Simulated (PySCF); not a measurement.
Match each property card to its molecule.

Structures:
1. `CO/C=P\C1=CC=CC=C1C`
2. `c1ncnn1C`
3. `CC/C(C)=C(/C#CC)C`
4. `C#Cc1cccs1`
5. `ClC1(Cl)CC1`

Card P (geometry GFN2-xTB):
- Rotational constants A, B, C: 5.391, 1.821, 1.361 GHz
- Static isotropic polarisability (B3LYP/def2-SVPD): 89.4 au
- 13C chemical shifts (computed TMS as zero) by class (GIAO PBE0/pcSseg-1): 139.7 (1 C), 136.9 (1 C), 132.4 (1 C), 131.0 (1 C), 93.1 (1 C), 81.7 (1 C) ppm
- Point group: Cs
- Strongest line among the 8 lowest singlet transitions (TDDFT B3LYP/def2-SVPD): S1 at 4.71 eV (263 nm, f = 0.246)
- Isotropic shieldings of nuclei other than C and H, by class (GIAO PBE0/pcSseg-1): 235 (1 S) ppm

Card Q (geometry GFN2-xTB):
- Rotational constants A, B, C: 3.931, 2.952, 1.947 GHz
- Static isotropic polarisability (CAM-B3LYP/def2-SVPD): 61.4 au
- Dipole moment (CAM-B3LYP/def2-SVPD): 2.30 D
- Strongest line among the 8 lowest singlet transitions (TDDFT CAM-B3LYP/def2-SVPD): S8 at 8.30 eV (149 nm, f = 0.099)
- Point group: C2v

Card R (geometry GFN2-xTB):
- Rotational constants A, B, C: 1.403, 0.716, 0.587 GHz
- Point group: C1
- 13C chemical shifts (computed TMS as zero) by class (GIAO PBE0/pcSseg-1): 203.1 (1 C), 146.1 (1 C), 143.0 (1 C), 142.1 (1 C), 134.0 (1 C), 133.9 (1 C), 130.1 (1 C), 60.9 (1 C), 25.8 (1 C) ppm
- Dipole moment (PBE0/pcSseg-1): 2.87 D

Card S (geometry GFN2-xTB):
* Rotational constants A, B, C: 3.077, 0.809, 0.690 GHz
* Dipole moment (PBE0/pcSseg-1): 0.18 D
* Point group: C1
* HOMO energy (PBE0/pcSseg-1): -6.04 eV

Card T (geometry GFN2-xTB):
- Rotational constants A, B, C: 9.721, 3.819, 2.790 GHz
- Dipole moment (PBE0/pcSseg-1): 3.42 D
- Isotropic shieldings of nuclei other than C and H, by class (GIAO PBE0/pcSseg-1): -71 (1 N), -29 (1 N), 36 (1 N) ppm
- 13C chemical shifts (computed TMS as zero) by class (GIAO PBE0/pcSseg-1): 155.5 (1 C), 147.4 (1 C), 36.4 (1 C) ppm
- HOMO energy (PBE0/pcSseg-1): -7.68 eV

Each SMILES stands for a single optimised conformer of the isolated species, non-relativistic unless stated; the electronic structure was computed with PySCF and density fitting. NMR classes are plain means over equivalent atoms (diastereotopic ones count apart unless rotation or inversion swaps them), as if these changed places fast.

Which card belongs to which structure?

P = 4, Q = 5, R = 1, S = 3, T = 2. What ties each card to its structure:
- 1 (card R), C9H11OP, monoisotopic mass 166.1 u, 11 heavy atoms: 9 C in 9 classes; the least shielded carbon (203.1 ppm) is a carbon bonded to O, P and H; an asymmetric top with C = 0.587 GHz, the lowest such constant on the cards; dipole 2.87 D.
- 2 (card T), C3H5N3, monoisotopic mass 83.0 u, 6 heavy atoms: 3 C in 3 classes; the least shielded carbon (155.5 ppm) is an aromatic CH next to a ring nitrogen; an asymmetric top with C = 2.790 GHz, the highest such constant on the cards; dipole 3.42 D.
- 3 (card S), C9H14, monoisotopic mass 122.1 u, 9 heavy atoms: an asymmetric top with C = 0.690 GHz; dipole 0.18 D.
- 4 (card P), C6H4S, monoisotopic mass 108.0 u, 7 heavy atoms: 6 C in 6 classes; point group Cs; the least shielded carbon (139.7 ppm) is an aromatic CH carbon; an asymmetric top with C = 1.361 GHz; polarisability 89.4 au for 56 electrons.
- 5 (card Q), C3H4Cl2, monoisotopic mass 110.0 u, 5 heavy atoms: point group C2v; an asymmetric top with C = 1.947 GHz; polarisability 61.4 au for 56 electrons; dipole 2.30 D.
